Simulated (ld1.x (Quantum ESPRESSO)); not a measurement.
## cobalt: excitation energies, all-electron against PAW

ld1.x (Quantum ESPRESSO) 7.5 input, shortened:

```
&input
   title='Co', zed=27., rel=1, dft='PZ', iswitch=3,
   config='[Ar] 3d7 4s1.5 4p0 4f-2'
 /
 &inputp
   pseudotype=3, lpaw=.true., tm=.true., lloc=-2, rcloc=1.15,
   nlcc=.true., new_core_ps=.true., rcore=0.95,
   which_augfun='PSQ', rmatch_augfun_nc=.true.
 /
8
3S  1  0   2.00   0.00  1.05  1.30  0.0
4S  2  0   1.50   0.00  1.05  1.30  0.0
3P  2  1   6.00   0.00  1.40  1.55  0.0
4P  3  1   0.00   0.00  1.40  1.55  0.0
3D  3  2   7.00   0.00  1.15  1.35  0.0
3D  3  2   0.00   3.90  1.15  1.35  0.0
4F  4  3  -2.00   0.30  1.00  1.15  0.0
4F  4  3  -2.00   1.25  1.00  1.15  0.0
 &test
   configts(1)='3s2 3p6 3d7 4s1.5 4p0'
 /
```

Energies are relative to the spin-unpolarised reference configuration 3s2 3p6 3d7 4s1.5 4p0; without spin polarisation the order of configurations can differ from experiment. Spin-polarised rows fill each open shell by Hund’s rule, majority spin first. Not all tests gave a result: 1 of 9 tests not solved or not reliable. Left out of the table: 3s2 3p6 3d5 4s0 4p0 (solver errors, printed error -1993 eV). The frozen-core shift is the all-electron ΔE with the core orbitals held at their reference shape minus the fully relaxed ΔE.

Question: Give the all-electron excitation energy and the error of the potential for: 3s2 3p6 3d7 4s2 4p0; 3s2 3p6 3d7 4s1 4p0; 3s2 3p6 3d7 4s0 4p0; 3s2 3p6 3d8 4s0 4p0; 3s2 3p6 3d7.5 4s1.5 4p0; 3s2 3p6 3d7 4s0 4p2; 3s2 3p6 3d7 4s1.5 4p0 (spin-polarised); 3s2 3p6 3d7 4s2 4p0 (spin-polarised).

Answer:

```tsv
valence configuration	charge	ΔE all-electron (eV)	error AE − PS (meV)	frozen-core shift (meV)
3s2 3p6 3d7 4s2 4p0	0	-3.721	+0.3	-0.4
3s2 3p6 3d7 4s1 4p0	+1	5.574	-0.4	+0.6
3s2 3p6 3d7 4s0 4p0	+2	22.659	-2.3	+2.1
3s2 3p6 3d8 4s0 4p0	+1	2.984	-2.4	+4.1
3s2 3p6 3d7.5 4s1.5 4p0	0	-4.702	-0.1	+1.2
3s2 3p6 3d7 4s0 4p2	0	5.423	0.0	+0.5
3s2 3p6 3d7 4s1.5 4p0 (spin-polarised)	+0.5	-2.187	-2.6	+3.3
3s2 3p6 3d7 4s2 4p0 (spin-polarised)	0	-5.704	-2.3	+3.0
```

A variational frozen-core shift is positive and of second order in the change. This column holds negative values, so the frozen-core run of ld1.x carries numerical noise or an error of first order here, and the column gives no more than the rough size of the effect.
